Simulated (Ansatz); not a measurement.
P4S3, SMILES `s1p2sp3p1p3s2`, relaxed with RKS PBE-D4/def2-SVP in the Gaussian-basis code of Ansatz from a rough embedded geometry. The force threshold is 0.03 eV/Å; the program also tests the step.

The species carries charge 0 and has multiplicity 1.

Start:

```xyz
7

S     1.405    0.241   -1.408
P     1.090   -1.381   -0.059
S     0.939   -0.263    1.751
P    -0.478    1.247    1.280
P    -0.152    1.598   -0.915
P    -1.814    0.252   -0.227
S    -0.989   -1.694   -0.420
```

```csv
step,energy (eV),largest force (eV/Å),largest move (Å)
1,-69613.0983,0.529,0.000
2 (rejected),-69613.0953,0.522,0.047
3,-69613.1227,0.152,0.024
4,-69613.1255,0.035,0.010
5,-69613.1256,0.002,0.002
```

End:

```xyz
7

S     1.417    0.249   -1.422
P     1.088   -1.377   -0.060
S     0.944   -0.263    1.770
P    -0.472    1.250    1.301
P    -0.141    1.608   -0.933
P    -1.834    0.240   -0.233
S    -1.003   -1.706   -0.422
```

It took 13 s on 2 threads of an AMD EPYC 7R13 on a shared host, with 0.27 GiB of host memory at the peak.
